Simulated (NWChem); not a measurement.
CaH2S2; SMILES [SH][Ca][SH]

```xyz
5

Ca     0.0000     0.0000     0.3074
S      2.5485    -0.0280    -0.1230
H      2.5140     0.9017    -1.1057
S     -2.5485     0.0280    -0.1230
H     -2.5140    -0.9017    -1.1057
```
Atoms are numbered in this order, from 1.

Results from NWChem. Pople sets run with spherical d functions. The geometry was optimised at PBE0/def2-SVP. Vertical excitations in the gas phase; the lowest state need not have the same character in each row.

```csv
level,"lowest excitation, singlet (eV)",lowest triplet (eV),orbital gap (eV)
"PBE/6-31+G*, TDA",2.90,2.76,2.85
"B3LYP/6-31+G*, TDA",3.21,3.06,4.07
"BHandHLYP/6-31+G*, TDA",3.80,3.62,6.03
"Hartree-Fock/6-31+G*, CIS",4.65,4.28,8.97
```
